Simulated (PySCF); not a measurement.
(F3Si)2Se.
Cartesian coordinates in Å at the PBE0-D3(BJ)/def2-SVP level; atoms count from 1:
```
atom  x, y, z in Å
Si1    0.017    1.543   -0.526
F2     1.461    1.613   -1.198
F3    -0.955    0.778   -1.539
F4    -0.503    3.038   -0.327
Se5    0.018    0.575    1.498
Si6    0.014   -1.508    0.664
F7     0.735   -2.471    1.712
F8    -1.454   -2.079    0.418
F9     0.800   -1.557   -0.727
```

Method: PySCF, TDDFT wB97X-D/def2-SVPD, vertical, gas phase, core orbitals frozen in the response. Relativistic effects, spin–orbit coupling among them, are left out although an element past zinc is present.

Kohn–Sham orbitals with the atoms that hold most of them (Löwdin shares over 4%, at most four atoms; ? is withheld):

```
orbital  ε (eV)                              atoms
 LUMO+2    1.47   Se5 37%, Si6 18%, Si1 18%, F9 6%
 LUMO+1    0.83   Se5 53%, Si6 14%, Si1 12%, F9 5%
   LUMO       ?   Se5 35%, Si1 21%, Si6 20%, F4 6%
   HOMO  -10.63                                  ?
 HOMO-1  -12.45                                  ?
 HOMO-2  -13.25  Se5 42%, Si6 12%, Si1 11%, F4 11%
 HOMO-3  -14.78     F3 23%, F2 22%, F4 19%, F9 14%
```

Task: Give the leading atoms of the HOMO.

Result: Se5 (bonded to 2 Si) 78%; Si1 (bonded to 3 F and Se) 7%; Si6 (bonded to 3 F and Se) 7%. By element: selenium 78%, silicon 14%.

Task: Which atoms hold the HOMO-1, and with what shares?

Result: Se5 (bonded to 2 Si) 65%; Si1 (bonded to 3 F and Se) 8%; Si6 (bonded to 3 F and Se) 8%; F9 (bonded to Si) 7%. By element: selenium 65%, silicon 16%, fluorine 7% or more.

Task: What is the LUMO energy, and the HOMO–LUMO gap?

Result: ε(LUMO) = 0.60 eV; the gap is 11.22 eV (0.4124 hartree).

Task: The HOMO–LUMO gap is 11.22 eV. Where does the response calculation put the lowest singlet, and from which orbitals?

Result: S1 is at 6.18 eV (f = 0.0001), 5.04 eV below the gap, made of HOMO→LUMO+1 (96%). Its leading pair isn't HOMO and LUMO; the energies of that pair differ by 11.45 eV. Without the coupling terms of the response equations the lowest excitation would equal the gap.

Task: One configuration dominates each of S1, S2 and S5. Which, and how do the shares of the two leading atoms of either orbital change from the occupied to the empty one?

Result: 
- S1 (6.18 eV, f 0.0001), HOMO→LUMO+1 (96%): Se5 78% → 53%, Si1 7% → 12%, Si6 7% → 14%
- S2 (6.53 eV, f 0.024), HOMO→LUMO (84%): Se5 78% → 35%, Si1 7% → 21%
- S5 (8.43 eV, f 0.067), HOMO-1→LUMO (86%): Se5 65% → 35%, Si1 8% → 21%

Time: 4.2 min (with the writing of density and orbital grids); peak memory 1.3 GiB. Hardware: one thread, Intel Xeon at 2.50 GHz (x86_64), shared host with 64 logical CPUs at a one-minute load of 62.
